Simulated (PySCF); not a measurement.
SnHMe2(vinyl), C4H10Sn.
Bonds: Sn1–C3, Sn1–C7, Sn1–C11, C11–C12. Hydrogens: H2 on Sn1; H4, H5, H6 on C3; H8, H9, H10 on C7; H13 on C11; H14, H15 on C12.

Theory: PBE0-D3(BJ)/def2-SVP geometry optimisation, gas phase, def2 core potentials past Kr in PySCF.

Q: List the bond lengths, angles and torsions at this level.

A: 
```json
{"bond": "Sn1–H2", "length (Å)": "1.724"}
{"bond": "Sn1–C3, Sn1–C7", "length (Å)": "2.154"}
{"bond": "Sn1–C11", "length (Å)": "2.142"}
{"bond": "C3–H4 and 5 like bonds", "length (Å)": "1.099"}
{"bond": "C11–C12", "length (Å)": "1.337"}
{"bond": "C11–H13", "length (Å)": "1.098"}
{"bond": "C12–H14", "length (Å)": "1.097"}
{"bond": "C12–H15", "length (Å)": "1.097"}
```

Bonds in one row agree within 0.01 Å and their mean is given. A selection of angles:
```json
{"angle": "H2–Sn1–C3", "degrees": "110.4"}
{"angle": "H2–Sn1–C11", "degrees": "106.6"}
{"angle": "C3–Sn1–C7", "degrees": "109.1"}
{"angle": "C3–Sn1–C11", "degrees": "110.2"}
{"angle": "Sn1–C3–H4", "degrees": "110.4"}
{"angle": "H4–C3–H5", "degrees": "108.9"}
{"angle": "Sn1–C11–C12", "degrees": "123.0"}
{"angle": "Sn1–C11–H13", "degrees": "118.7"}
{"angle": "C12–C11–H13", "degrees": "118.3"}
{"angle": "C11–C12–H14", "degrees": "122.1"}
{"angle": "C11–C12–H15", "degrees": "122.1"}
{"angle": "H14–C12–H15", "degrees": "115.7"}
```

Torsions: C3–Sn1–C11–C12 121° (anticlinal).

Sn1 (tin bonded to 3 C and H) is tetrahedral (angles from 106.6° to 110.4°).

Whether it is a minimum is left open (no frequencies). The numbers are those of one conformer (C3–Sn1–C11–C12 121°, Sn1–C11–C12–H 0° and 180°).
